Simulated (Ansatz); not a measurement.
Te2W⁺. The state is a doublet with charge 1. Geometry PBE0-D4/def2-TZVP, that of the neutral singlet; atoms count from 1.

```xyz
3

W     0.624   -0.407   -0.569
Te   -0.191   -1.325    1.510
Te   -0.432    1.732   -0.941
```

In the def2 sets Te, W take a core potential; there is no spin–orbit coupling. The charge 1 doublet is spin-contaminated (final ⟨S²⟩ up to 1.28, 0.75 for a pure state). The structure comes from a short search, and lower isomers may exist.

(1) Estimate the Mulliken populations from the PBE0/def2-TZVP orbitals of Ansatz.

(2) Where does the spin sit?

(3) And the Mayer bond orders between heavy atoms (over 0.3)?

## Answers

(1) 
```
atom  charge (e)  spin (α − β)  d electrons
  W1        0.62          2.40         4.43
 Te2        0.19         -0.70            –
 Te3        0.19         -0.70            –
```
Mulliken values depend strongly on the basis.

(2) Summed by element: W 2.40, Te -1.40, of 1 unpaired in all. Largest on single atoms: W1 2.40, Te2 -0.70, Te3 -0.70.

(3) W1–Te2 2.29 (2.41 Å); W1–Te3 2.29 (2.41 Å).
